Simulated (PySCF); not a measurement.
**AsN⁺ at PBE0**

Computed with PBE0; As 6-31G(d,p), N 6-31G(d,p); no relativity (PySCF 2.14).

| Property | Result |
| --- | --- |
| state | ²Π (doublet), unpaired electrons π ↑ |
| bond length | 1.691 Å |
| harmonic wavenumber | 936 cm⁻¹ |
| force constant | 6.09 mdyn/Å |
| rotational constant Be | 0.4995 cm⁻¹ |
| anharmonicity ωexe | 10.8 cm⁻¹ |
| vibration–rotation constant αe | 0.00471 cm⁻¹ |
| well depth De to As⁺ + N | 305 kJ/mol |
| dissociation energy D0 | 299 kJ/mol |
| bond order (Mayer) | 2.30 |
| dipole moment (positive dipole points towards N; it is taken about the centre of mass and depends on that origin) | -1.64 D |

Spin–orbit coupling is left out. For an ion De counts to the pair picked by the measured ionisation energies or electron affinities, which need not be the lowest pair at this level. The state was picked by a PBE0 search and need not be the measured ground state.
